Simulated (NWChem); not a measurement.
Molecule: SiH3SF; SMILES F[SiH2]S

```xyz
6

Si    -0.5006     0.5763    -0.0006
F      0.7754     1.5742     0.0008
S      0.3167    -1.3989    -0.0019
H     -1.3074     0.8434     1.2211
H     -1.3058     0.8483    -1.2223
H     -0.9072    -1.9744     0.0138
```
Atoms are numbered in this order, from 1.

This is a stationary point of PBE0/def2-SVP (NWChem), point group C1. 

Problem. Is it a minimum? If not, what does it relax to?

Solution. No. It has an imaginary frequency of 125i cm⁻¹. Following that mode (on a finer grid) lowers the energy by 2.8 kcal/mol and ends, with real frequencies alone, at point group C1:
```xyz
6

Si    -0.6439     0.5765    -0.0969
F      0.7289     1.3390     0.3165
S     -0.3241    -1.4960    -0.4493
H     -1.5978     0.7892     1.0225
H     -1.1231     1.1342    -1.3861
H     -0.1824    -1.8119     0.8571
```
